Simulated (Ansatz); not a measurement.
Rb₂F₃⁻. Total charge -1; singlet. Geometry PBE0-D4/def2-SVPD.

```xyz
5

Rb    1.626    0.191   -2.028
Rb   -1.633   -0.191    2.023
F     3.198    0.370   -3.961
F    -0.005    0.006   -0.004
F    -3.187   -0.376    3.970
```

In the def2 sets Rb takes a core potential; there is no spin–orbit coupling. Another isomer (singlet) lies 0.02 eV lower at PBE0-D4/def2-TZVPD; other spin states weren't run for this one.

Problem. Estimate the orbital energies around the gap (eV) in Ansatz with PBE-D4/def2-TZVPD, r2SCAN-D4/def2-TZVPD, PBE0-D4/def2-TZVPD, BHLYP-D4/def2-TZVPD, CAM-B3LYP-D4/def2-TZVPD.

Solution. 
```
orbital  PBE-D4/def2-TZVPD  r2SCAN-D4/def2-TZVPD  PBE0-D4/def2-TZVPD  BHLYP-D4/def2-TZVPD  CAM-B3LYP-D4/def2-TZVPD
 HOMO−9             -10.86                -11.33              -12.56               -14.16                   -14.07
 HOMO−8              -2.72                 -2.99               -4.57                -6.49                    -6.22
 HOMO−7              -2.66                 -2.96               -4.46                -6.34                    -6.12
 HOMO−6              -2.66                 -2.96               -4.46                -6.34                    -6.12
 HOMO−5              -1.39                 -1.62               -3.11                -4.97                    -4.75
 HOMO−4              -1.39                 -1.62               -3.11                -4.94                    -4.75
 HOMO−3              -1.39                 -1.62               -3.11                -4.94                    -4.75
 HOMO−2              -1.39                 -1.62               -3.11                -4.93                    -4.75
 HOMO−1              -1.35                 -1.57               -3.11                -4.93                    -4.75
   HOMO              -1.27                 -1.50               -3.02                -4.88                    -4.65
   LUMO               1.58                  2.02                1.95                 2.10                     2.14
 LUMO+1               2.08                  2.52                2.46                 2.61                     2.64
 LUMO+2               2.32                  2.61                2.55                 2.63                     2.65
 LUMO+3               2.32                  2.61                2.55                 2.64                     2.65
 LUMO+4               2.48                  2.66                2.63                 2.65                     2.68
 LUMO+5               2.48                  2.66                2.63                 2.65                     2.68
```
